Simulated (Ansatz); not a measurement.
A nudged elastic band was laid between two geometries of BrH5Si2 + FH (10 atoms, charge 0, multiplicity 1).

Computed with RHF/def2-SVP (Ansatz 0.2.0).

```yaml
movable_images: 7
climbing_image: yes
spring: 5.0 eV/Å²
optimiser: quadratic models (default)
start_path: through a guess of the saddle point
force_threshold: 0.05 eV/Å
iteration_limit: 60
end_points: relaxed
```

Image 0:

```xyz
10
Properties=species:S:1:pos:R:3
Si -0.353 -1.114 -0.347
Br 1.870 -1.594 -0.292
H -0.912 -1.930 -1.446
H -0.921 -1.563 0.936
Si -0.613 1.200 -0.757
H 1.781 -0.243 2.007
F 1.166 0.238 2.463
H -0.045 1.980 0.359
H 0.083 1.531 -2.022
H -2.058 1.495 -0.902
```

Image 8:

```xyz
10
Properties=species:S:1:pos:R:3
Si -0.905 -0.824 0.181
Br 4.134 -0.935 1.025
H -1.095 -1.862 -0.851
H -1.938 -0.970 1.227
Si -0.864 1.354 -0.738
H 2.731 -1.076 1.068
F 0.536 -1.108 0.888
H -0.651 2.351 0.337
H 0.222 1.460 -1.740
H -2.169 1.610 -1.396
```

Q: What changes between the two ends?

A: Bonds broken: Si1–Br2, H6–F7. Bonds formed: Si1–F7, Br2–H6. BrH5Si2 + FH becomes BrH + FH5Si2.

Q: Give the energies along the band, and the barrier.

A: The run converged. The highest image is number 3 of 0 to 8, 35.9 kcal/mol above the first end and 43.4 kcal/mol above the last; the last end lies 7.5 kcal/mol below the first. Neighbouring images differ by up to 1.6 eV, so the band resolves the path poorly. A vibrational analysis at the climbing image gives one clearly imaginary mode, 249i cm⁻¹: a first-order saddle point. The orbitals stay closed-shell, which can raise the energy where a bond breaks towards radicals; this wasn't checked here.

```
image  path coordinate (Å)  energy (kcal/mol)  Si1–Br2 (Å)  H6–F7 (Å)  Si1–F7 (Å)
    0                 0.00                0.0         2.28       0.90        3.47
    1                 1.15                0.5         2.28       0.90        3.57
    2                 2.30               10.7         2.34       0.91        2.96
    3                 3.45               35.9         2.74       0.95        2.05
    4                 4.51                0.2         3.34       1.79        1.65
    5                 5.56               -6.8         4.22       2.20        1.63
    6                 6.62               -7.3         4.54       2.22        1.63
    7                 7.67               -7.4         4.87       2.20        1.63
    8                 8.72               -7.5         5.11       2.20        1.63
```

Q: What is the geometry of the highest image?

A: 
```xyz
10
Properties=species:S:1:pos:R:3:forces:R:3
Si -0.359 -0.849 0.147 0.01 0.01 -0.02
Br 2.321 -0.540 -0.351 0.00 0.00 0.00
H -0.266 -2.071 -0.657 0.00 0.00 0.00
H -1.456 -1.074 1.117 0.00 0.00 0.00
Si -0.591 1.299 -0.797 -0.01 0.00 0.01
H 1.605 -0.920 1.571 -0.01 0.00 -0.01
F 0.718 -1.037 1.879 0.01 -0.01 0.02
H 0.077 2.262 0.104 0.00 0.00 0.00
H -0.008 1.316 -2.151 0.00 0.00 -0.01
H -2.041 1.614 -0.861 0.00 0.00 0.00
```

Run time: 5.6 min on 2 threads of AMD EPYC 7R13 Processor (Zen 3), on a shared host, peak memory 0.29 GiB.
